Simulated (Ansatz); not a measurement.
Compare A (`C=C[O][AlH][OH]`) with its isomer B (`C[O][Al]1[CH2][O]1`).

Calculated with Ansatz (gas phase, PBE0-D4/def2-TZVP geometries, no zero-point term in ΔE). CCSD(T)/CBS is the MP2 limit (def2-TZVPP, def2-QZVPP) plus CCSD(T) − MP2 in def2-TZVPP, frozen cores. DFT in def2-TZVPP. B3LYP here is the variant with VWN-RPA as its local correlation; programs differ in this. Each species was taken in one conformer, which may not be the lowest.

A:

```xyz
10

C     0.8346   -1.2707   -1.2498
C     0.8810    0.0320   -0.9976
O     0.0407    0.7115   -0.2011
Al   -0.6882    0.4432    1.3116
O    -1.8854    1.5234    1.8013
H     1.5579   -1.7133   -1.9206
H     0.0846   -1.9174   -0.8077
H     1.6331    0.6653   -1.4650
H    -0.2680   -0.7346    2.2535
H    -2.1903    2.2606    1.2753
```

B:

Z-matrix (Å, degrees):
```
C
O 1 1.396
H 1 1.095 2 112.1
H 1 1.094 2 109.8 3 -120.6
H 1 1.094 2 109.8 3 120.6
Al 2 1.655 1 146.7 3 -0.1
O 6 1.695 2 140.1 1 179.9
C 6 1.873 2 170.3 1 -0.3
H 8 1.091 6 124.0 2 82.8
H 8 1.090 6 124.0 2 -82.5
```

(1) Which is lower in electronic energy at CCSD(T)/CBS, and by how much? (Estimate.)

(2) Give E(B) − E(A) in kcal/mol with CCSD/def2-TZVPP, r2SCAN-D4, B2PLYP, B3LYP, HF/def2-TZVPP, ωB97M-V, MP2/def2-TZVPP. (An estimate is asked.)

Largest T1 diagnostic: 0.014.

## Answers

(1) Ansatz gave: A, by 46.0 kcal/mol.

(2) Computed: CCSD/def2-TZVPP 46.3, r2SCAN-D4 44.1, B2PLYP 45.7, B3LYP 45.9, HF/def2-TZVPP 52.4, ωB97M-V 45.2, MP2/def2-TZVPP 45.0. None reverses the order clearly.

From PBE to PBE0 (25 % exact exchange), in def2-TZVPP and without D4, E(B) − E(A) moves by +1.3 kcal/mol. In def2-TZVPP, CCSD(T) changes the Hartree–Fock value by −6.7 kcal/mol (the triples alone add −0.5 kcal/mol) and MP2 by −7.4 kcal/mol.
